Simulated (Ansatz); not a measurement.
Computed with Ansatz on PBE0-D4/def2-TZVP structures; ΔE is electronic, products minus reactants. CBS: MP2 limit from def2 TZ/QZ plus the TZ coupled-cluster correction, frozen cores. DFT in def2-TZVPP. B3LYP here is the variant with VWN-RPA as its local correlation; programs differ in this. One conformer a species, not always the lowest.

Reaction (formal exchange of groups at the Al–N bond): `C[N]([SiH3])[AlH][F]` + `COC` → `CO[CH2][AlH][F]` + `CN[SiH3]`

CCSD(T)/CBS gives +125.3 kJ/mol.

Question: Another level gave +129.6 kJ/mol. Which?
A. B3LYP/def2-TZVPP
B. PBE/def2-TZVPP
C. HF/def2-TZVPP
D. r2SCAN/def2-TZVPP

Answer: C. HF/def2-TZVPP 129.6, B3LYP 117.3, PBE 109.6, r2SCAN 122.3 kJ/mol.

Largest T1 diagnostic among the species: 0.012.

From PBE to PBE0 (25 % exact exchange), in def2-TZVPP and without D4, ΔE moves by +5.3 kJ/mol. The D4 term adds +3.7 kJ/mol with B3LYP and +2.0 kJ/mol with PBE0; it sums over pairs of atoms, weighted by their polarisabilities, and B3LYP, whose exchange is more repulsive, gets the larger term.
